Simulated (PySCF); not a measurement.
Polarisability and C₆ of Al⁺ (aluminium, charge +1)

[Ne] 3s2, closed-shell 1S. Calculation: PySCF 2.14, in aug-cc-pV(Q+d)Z (7s6p5d3f2g, 89 functions); no relativity, point nucleus. Coupled (time-dependent) response in atomic units; α is the mean over directions.

```
method  mean α (bohr³)  C₆ (like pair)  S(−4)
   UHF           26.41           140.2  379.3
   PBE           24.30           123.2  326.0
  PBE0           24.82           127.3  338.9
  BLYP           23.52           117.3  305.6
revPBE           24.85           127.3  341.0
```

S(−4) is the Cauchy moment in α(ω) = α(0) + S(−4) ω² + …

α(iu) at BLYP:

| u (hartree) | α(iu) (bohr³) |
| --- | --- |
| 0 | 23.52 |
| 0.0500 | 22.78 |
| 0.100 | 20.82 |
| 0.200 | 15.52 |
| 0.300 | 10.94 |
| 0.500 | 5.732 |
| 0.750 | 3.071 |
| 1.00 | 1.930 |
| 1.50 | 1.015 |
| 2.00 | 0.6611 |
| 3.00 | 0.3759 |
| 5.00 | 0.1880 |

A single London oscillator, α(iu) = α/(1 + u²/ω²), gives C₆ = (3/4) ω α². Matching the computed C₆ needs ω = 4 × 117.3 / (3 × 23.52²) = 0.283 hartree.

For an ion, C₆ is the dispersion term alone; charge-induced terms of lower order in 1/R come first.
